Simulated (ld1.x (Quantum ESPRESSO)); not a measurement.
# LDA (PZ) TM dataset for Sn, scalar-relativistic all-electron reference.

The input file (ld1.x (Quantum ESPRESSO) 7.5):

```
&input
   title='Sn', zed=50., rel=1, dft='PZ', iswitch=3,
   config='[Kr] 4d10 5s1 5p3',
   nld=3, rlderiv=2.65, eminld=-4.0, emaxld=5.0, deld=0.02
 /
 &inputp
   pseudotype=2, tm=.true., lloc=2,
   nlcc=.true., rcore=1.35,
   file_pseudopw='Sn.UPF', file_wfcaegen='ae.wfc', file_wfcncgen='nc.wfc', file_beta='beta', file_chi='chi'
 /
3
5S  1  0   1.00   0.00  2.05  2.05  0.0
5P  2  1   3.00   0.00  2.45  2.45  0.0
4D  3  2  10.00   0.00  1.35  1.35  0.0
 &test
   configts(1)='4d10 5s1 5p3'
 /
```

Command:

```bash
ld1.x < Sn.in > Sn.out
```

Resulting log (shortened: banner, matrices, multipoles, cross overlaps and the repeated all-electron block are left out):

```
Program LD1 v.7.5
     --------------------------- All-electron run ----------------------------

     Sn
     scalar relativistic calculation

     atomic number is 50.00
     dft =PZ   lsd =0 sic =0 latt =0  beta=0.20 tr2=1.0E-14
     Exchange-correlation= PZ
                           (   1   1   0   0   0   0   0)
     mesh =1243 r(mesh) = 100.78374 a.u. xmin = -7.00 dx = 0.01250
     1 Ry =  13.60569312 eV, c = 137.03599908

     n l     nl                  e(Ry)          e(Ha)          e(eV)
     1 0     1S 1( 2.00)     -2130.1161     -1065.0580    -28981.7057
     2 0     2S 1( 2.00)      -321.7329      -160.8664     -4377.3985
     2 1     2P 1( 6.00)      -289.0077      -144.5039     -3932.1501
     3 0     3S 1( 2.00)       -62.1379       -31.0689      -845.4289
     3 1     3P 1( 6.00)       -51.4430       -25.7215      -699.9177
     4 0     4S 1( 2.00)        -9.9356        -4.9678      -135.1808
     4 1     4P 1( 6.00)        -6.6942        -3.3471       -91.0790
     3 2     3D 1(10.00)       -34.9283       -17.4641      -475.2234
     4 2     4D 1(10.00)        -2.0110        -1.0055       -27.3609
     5 0     5S 1( 1.00)        -0.8591        -0.4296       -11.6887
     5 1     5P 1( 3.00)        -0.3296        -0.1648        -4.4840

     final scf error:  6.5E-15 reached in  28 iterations

     Etot =  -12343.211848 Ry,   -6171.605924 Ha, -167937.952552 eV

     Ekin =   12884.039080 Ry,    6442.019540 Ha,  175296.281904 eV
     Encl =  -29853.806557 Ry,  -14926.903278 Ha, -406181.730566 eV
     Eh   =    4945.189049 Ry,    2472.594524 Ha,   67282.724632 eV
     Exc  =    -318.633419 Ry,    -159.316710 Ha,   -4335.228521 eV

     normalization and overlap integrals

     s(1S/1S) =  1.000000  <r> =   0.0291  <r2> =    0.0011  r(max) =   0.0188
     s(2S/2S) =  1.000000  <r> =   0.1256  <r2> =    0.0186  r(max) =   0.1068
     s(2P/2P) =  1.000000  <r> =   0.1096  <r2> =    0.0147  r(max) =   0.0853
     s(3S/3S) =  1.000000  <r> =   0.3399  <r2> =    0.1321  r(max) =   0.3090
     s(3P/3P) =  1.000000  <r> =   0.3381  <r2> =    0.1327  r(max) =   0.3013
     s(4S/4S) =  1.000000  <r> =   0.8182  <r2> =    0.7581  r(max) =   0.7412
     s(4P/4P) =  1.000000  <r> =   0.8855  <r2> =    0.8969  r(max) =   0.7890
     s(3D/3D) =  1.000000  <r> =   0.3148  <r2> =    0.1177  r(max) =   0.2498
     s(4D/4D) =  1.000000  <r> =   1.0974  <r2> =    1.4328  r(max) =   0.8829
     s(5S/5S) =  1.000000  <r> =   2.3472  <r2> =    6.2874  r(max) =   1.9897
     s(5P/5P) =  1.000000  <r> =   3.1113  <r2> =   11.2823  r(max) =   2.4917

     ------------------------ End of All-electron run ------------------------

     --------------------- Generating NC pseudopotential ---------------------

      Generating local pot.: lloc=2, matching radius rcloc =   1.3500

      Computing core charge for nlcc:

       r > 1.35 : true rho core
       r < 1.35 : rho core = a sin(br)/r    a=   4.69  b=   2.02

      Integrated core pseudo-charge :   3.92

      Wfc   5S  rcut= 2.040  Using Troullier-Martins method

      Wfc   5P  rcut= 2.430  Using Troullier-Martins method

     ------------------- End of pseudopotential generation -------------------

     Computing logarithmic derivative in   2.63596
     Computing logarithmic derivative in   2.63596
     Computing the partial wave expansion
     R is outside the sphere for l=    0 j= 0.00
     R is outside the sphere for l=    1 j= 0.00
       no projector for channel:   2

     ---------------------- Testing the pseudopotential ----------------------

     Sn
     scalar relativistic calculation

     atomic number is 50.00   valence charge is 14.00
     dft =PZ   lsd =0 sic =0 latt =0  beta=0.20 tr2=1.0E-14
     mesh =1243 r(mesh) = 100.78374 xmin = -7.00 dx = 0.01250

     n l     nl             e AE (Ry)        e PS (Ry)    De AE-PS (Ry)
     3 2     4D   1(10.00)       -2.01099       -2.01101        0.00002
     1 0     5S   1( 1.00)       -0.85910       -0.85911        0.00000
     2 1     5P   1( 3.00)       -0.32957       -0.32957        0.00000

     eps = 2.3E-15  iter = 20

     Etot =  -12343.211848 Ry,   -6171.605924 Ha, -167937.952552 eV
     Etotps =  -140.974964 Ry,     -70.487482 Ha,   -1918.062100 eV

     Ekin =     102.675351 Ry,      51.337676 Ha,    1396.969317 eV
     Encl =    -340.102962 Ry,    -170.051481 Ha,   -4627.336528 eV
     Ehrt =     118.144898 Ry,      59.072449 Ha,    1607.443231 eV
     Ecxc =     -23.727076 Ry,     -11.863538 Ha,    -322.823312 eV
     (Ecc =      -4.325566 Ry,      -2.162783 Ha,     -58.852318 eV)
     Epseu=       2.034824 Ry,       1.017412 Ha,      27.685191 eV

     ---------------------- End of pseudopotential test ----------------------
```

Note: ghost states, extra bound levels that the all-electron valence spectrum of the same l lacks: s at -190.7 eV, p at -65.5 eV. A true bound ghost makes a file unfit for plane-wave use.

Generation and configuration tests took about 1.6 s on one core of a shared server CPU.
